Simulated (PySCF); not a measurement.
Compound: C3H2BF2N.
Numbering: `[H]/[N:1]=[CH:2]\[C:3]#[C:4][B:5]([F:6])[F:7]` (hydrogens: H8 on N1; H9 on C2)

A GFN2-xTB structure was refined with PBE0-D3(BJ)/def2-SVP geometry optimisation, gas phase (PySCF 2.14.0). Its GFN2-xTB values:

```
coordinate  GFN2-xTB
     N1=C2   1.284 Å
     N1–H8   1.012 Å
     C2–C3   1.436 Å
     C2–H9   1.111 Å
     C3≡C4   1.159 Å
     C4–B5   1.550 Å
     B5–F6   1.313 Å
  N1–C2–C3    127.1°
  C2–C3–C4    175.5°
  C3–C4–B5    178.4°
  C4–B5–F6    122.7°
  F6–B5–F7    115.6°
```

Problem. How do these coordinates change at the PBE0-D3(BJ)/def2-SVP level?

Solution. 
```json
{"coordinate": "C3≡C4", "PBE0-D3(BJ)/def2-SVP (Å or °)": "1.220", "change": "+0.061"}
{"coordinate": "C4–B5", "PBE0-D3(BJ)/def2-SVP (Å or °)": "1.525", "change": "-0.025"}
{"coordinate": "N1–H8", "PBE0-D3(BJ)/def2-SVP (Å or °)": "1.026", "change": "+0.014"}
{"coordinate": "N1=C2", "PBE0-D3(BJ)/def2-SVP (Å or °)": "1.273", "change": "-0.011"}
{"coordinate": "C2–H9", "PBE0-D3(BJ)/def2-SVP (Å or °)": "1.102", "change": "-0.009"}
{"coordinate": "C2–C3", "PBE0-D3(BJ)/def2-SVP (Å or °)": "1.434", "change": "-0.002"}
{"coordinate": "B5–F6", "PBE0-D3(BJ)/def2-SVP (Å or °)": "1.314", "change": "+0.001"}
{"coordinate": "C2–C3–C4", "PBE0-D3(BJ)/def2-SVP (Å or °)": "179.5", "change": "+4.0"}
{"coordinate": "F6–B5–F7", "PBE0-D3(BJ)/def2-SVP (Å or °)": "117.9", "change": "+2.3"}
{"coordinate": "C4–B5–F6", "PBE0-D3(BJ)/def2-SVP (Å or °)": "121.1", "change": "-1.6"}
{"coordinate": "C3–C4–B5", "PBE0-D3(BJ)/def2-SVP (Å or °)": "179.7", "change": "+1.3"}
{"coordinate": "N1–C2–C3", "PBE0-D3(BJ)/def2-SVP (Å or °)": "125.9", "change": "-1.2"}
```

The energy falls by 6.3 kcal/mol over 13 energy and gradient evaluations, the largest force component goes from 0.1566 to 2.7e-04 Eh/bohr, and the atoms move by 0.041 Å rms after alignment. The bond that changes most is C3≡C4 (both ends alkyne carbon), which lengthens by 0.061 Å. Bonds longer at the end by more than 0.005 Å: 3 of 8; shorter: 3. Rotational constants go from 8531, 999.7, 936.4 to 8419, 993.9, 927.6 MHz.

The run used 108 basis functions and 99 SCF cycles in all.

No frequency check.
